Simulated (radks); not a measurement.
The numbers below are computed, except where a source is named.
These are the eigenvalues of the occupied orbitals of an atom or ion with whole-number occupations (eV). Level of theory: Dirac Kohn-Sham, PBE, spin-unpolarised, spherical densities, point nucleus (a radial shooting solver on a logarithmic mesh with Libxc functionals).

1s1/2: -21852.47
2s1/2: -4647.788
2p1/2: -4463.603
2p3/2: -4349.460

Which element is it, and in what charge state? The configuration may be excited. Open shells, if any, are shared by 2j + 1.

Answer. Z = 42, molybdenum, charge +33: Mo33+ in [He] 2s2 2p5. The list shows which subshells hold electrons but not how many an open one holds; the 1s level, -803.06 hartree, gives Z - s = 40.1 by -(Z - s)^2/2, which with screening and relativity narrows Z to a few neighbours, and the depths of the outer levels then fix element, charge and occupations together.
